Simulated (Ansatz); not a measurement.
Species: HCl3Ge, SMILES `[Cl][GeH]([Cl])[Cl]` (charge 0, multiplicity 1).

Task: Give a relaxed geometry from CAM-B3LYP-D3(BJ)/def2-TZVP run with Ansatz (a first-principles code).

Result: the end point of this relaxation (outside a Z-matrix the atoms follow the SMILES, hydrogens last).
Z-matrix (Å, degrees):
```
Ge
H 1 1.5189
Cl 1 2.1277 2 110.45
Cl 1 2.1277 2 110.48 3 -119.99
Cl 1 2.1277 2 110.48 3 119.99
```
